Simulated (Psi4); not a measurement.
ClGa, charge -1, doublet, at a GFN2-xTB geometry (such geometries of metal compounds can be far from the true shape) (a state made from the parent by changing its charge; the spin is typed, not shown lowest) (a gas-phase anion, which may not be bound at this level).

Psi4 was given this input:
```
memory 2 GB

molecule {
-1 2
  Ga   -0.00000000   -0.00000000   -0.85496772
  Cl    0.00000000    0.00000000    1.55905878
}

set basis def2-svp
set reference uks

energy('b3lyp')
print_variables()
```

**Question.** Estimate the number of basis functions that Psi4 with B3LYP/def2-SVP returns for this input.

**Answer.** 50

**Question.** What total energy does B3LYP/def2-SVP give?

**Answer.** -2384.7848 Eh

A gas-phase anion may not be bound at this level; its values then depend on the basis.

These values belong to the state on which the SCF converged, which isn't shown to be the lowest.
